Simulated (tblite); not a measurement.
Input of a run (GFN2-xTB geometry optimisation, gas phase (tblite 0.8.0)), started from a force field or distance geometry:
```
{"job": {"kind": "relax", "xc": "GFN2-xTB", "basis": "xTB"}, "charge": 0, "multiplicity": 2}
C      4.168900     0.658800     0.830700
C      2.710800     0.303700     0.425600
C      1.391100    -0.036700     0.074900
C      0.944400    -1.049900    -0.793600
N     -0.387300    -1.084600    -0.894200
N     -0.800600    -0.069700    -0.117200
C     -2.205600     0.213100     0.004600
C      0.238100     0.598600     0.497800
H      1.537700    -1.789400    -1.328500
H     -2.702800    -0.678500     0.418500
H     -2.600700     0.446700    -0.985400
H     -2.355100     1.055400     0.683000
H      0.056700     1.433000     1.166100
```

Output (eV, eV/Å):
```
step      E/eV     max force
  0    -570.30327    9.560
  1    -572.01605    4.016
  2    -572.37284    3.207
  3    -572.48608    1.539
  4    -572.53105    1.956
  5    -572.58068    0.698
  6    -572.58934    0.291
  7    -572.59891    0.458
  8    -572.60451    0.322
  9    -572.60720    0.144
 10    -572.60933    0.186
 11    -572.61181    0.294
 12    -572.61394    0.281
 13    -572.61596    0.202
 14    -572.61885    0.200
 15    -572.62290    0.277
 16    -572.62768    0.332
 17    -572.63177    0.259
 18    -572.63361    0.109
 19    -572.63490    0.115
 20    -572.63614    0.275
 21    -572.63755    0.219
 22    -572.63904    0.113
 23    -572.63994    0.071
 24    -572.64045    0.071
 25    -572.64070    0.068
 26    -572.64087    0.036
 27    -572.64106    0.053
 28    -572.64130    0.100
 29    -572.64163    0.126
 30    -572.64197    0.103
 31    -572.64218    0.048
 32    -572.64229    0.033
 33    -572.64237    0.042
 34    -572.64247    0.067
 35    -572.64260    0.051
 36    -572.64273    0.046
 37    -572.64282    0.025
 38    -572.64289    0.030
 39    -572.64297    0.043
 40    -572.64306    0.030
 41    -572.64315    0.023
 42    -572.64323    0.022
 43    -572.64331    0.034
 44    -572.64338    0.031
 45    -572.64343    0.014
 46    -572.64346    0.015
 47    -572.64348    0.019
 48    -572.64350    0.020
 49    -572.64351    0.011
 50    -572.64352    0.005
```

**Question.** Summarise the run.

**Answer.** The energy falls by 54.0 kcal/mol over 50 L-BFGS steps, the largest force on an atom goes from 9.56 to 0.005 eV/Å, and the atoms move by 0.128 Å rms after alignment. The bond that changes most is C1≡C2 (ends: carbon bonded to C; carbon bonded to 2 C), which shortens by 0.341 Å. Bonds longer at the end by more than 0.005 Å: 2 of 13; shorter: 7. Among the angles that change most is C1–C2–C3, from 179.0° to 159.7°. The energy never rose by more than 1e-5 eV on the way. The first step brought 73 % of the lowering.

**Question.** What are the final bond lengths?

**Answer.** C1≡C2 1.214 Å, C2–C3 1.407 Å, C3–C4 1.415 Å, C4–N5 1.312 Å, N5–N6 1.335 Å, N6–C7 1.433 Å, N6–C8 1.340 Å, C3–C8 1.392 Å, C4–H9 1.071 Å, C7–H10 1.091 Å, C7–H11 1.091 Å, C7–H12 1.088 Å, C8–H13 1.071 Å. Numbering counts from 1 in the input's order; the species is `[C]#CC1=CN(C)N=C1` [radical].

GFN2-xTB frequencies show an imaginary mode (60i cm⁻¹), so the point is no minimum at that level.

Conformer computed: `[C:1]#[C:2][c:3]1[cH:4][n:5][n:6]([CH3:7])[cH:8]1`: C1–C2–C3–C4 -101°.

One conformer stands for the species.
